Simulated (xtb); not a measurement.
Ge(F)2(Br)(OH) (BrF₂GeHO), SMILES [OH][Ge]([F])([F])[Br]. All values are semi-empirical tight-binding results from xtb (GFN2-xTB unless named), good for trends rather than for accurate numbers. Geometry: GFN2-xTB. The structure was generated by enumeration, and PubChem lists no compound with its InChIKey, so it may never have been made. The values are those of a single conformer.

Optimised geometry:

Bonded distances (Å): O1–Ge2 1.699, O1–H6 0.958, Ge2–F3 1.726, Ge2–F4 1.726, Ge2–Br5 2.219. Angles (°): Ge2–O1–H6 119.0, O1–Ge2–F3 109.2, O1–Ge2–F4 109.2, O1–Ge2–Br5 110.6, F3–Ge2–F4 101.3, F3–Ge2–Br5 113.0, F4–Ge2–Br5 113.0.
Charge 0, spin multiplicity 1.

For metal compounds this method's bond lengths and energies can be far off.

Computed properties:
| Item | Result |
|---|---|
| point group as xtb finds it | Cs |
| orbital gap | 5.64 eV |
| zero-point energy | 10.4 kcal/mol |
| G − E(el) at 298.15 K (modified RRHO) | -10.6 kcal/mol |

Question: Give the atomic charges and the Wiberg bond orders between heavy atoms. (Estimate from the structure and the level; the computed values follow.)

Answer: charges (e) O1 -0.41, Ge2 0.50, F3 -0.24, F4 -0.24, Br5 0.03, H6 0.36. Bond orders O1–Ge2 1.17, Ge2–F3 1.04, Ge2–F4 1.04, Ge2–Br5 1.16.
